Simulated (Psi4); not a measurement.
Pair of molecules, SMILES O with SMILES C[SiH3] (the first has 3 atoms); geometry from B3LYP-D3(BJ)/def2-TZVP, rigid monomers moved along the line of their centres of mass till O1···Si5 is 3.88 Å.
(charge 0, multiplicity 1):
| atom | x (Å) | y (Å) | z (Å) |
|---|---|---|---|
| O | 0.1512 | 0.7103 | -0.1305 |
| H | -0.5964 | 1.2429 | 0.1619 |
| H | -0.1945 | -0.1867 | -0.1949 |
| C | 1.2731 | 0.0119 | 3.6564 |
| Si | -0.5322 | -0.4535 | 3.5082 |
| H | 1.4133 | 0.7936 | 4.4053 |
| H | 1.6385 | 0.3790 | 2.6968 |
| H | 1.8743 | -0.8500 | 3.9519 |
| H | -1.0676 | -0.9582 | 4.7970 |
| H | -0.7310 | -1.5186 | 2.4917 |
| H | -1.3574 | 0.7138 | 3.1043 |

Level of theory: SAPT0/jun-cc-pV(D+d)Z (Psi4 1.11).

Problem. Which attractive term is largest, and how does the interaction split up?

Solution. electrostatics -1.24, exchange 0.70, induction -0.17, dispersion -0.55, total -1.26 kcal/mol; the largest attraction is electrostatics.
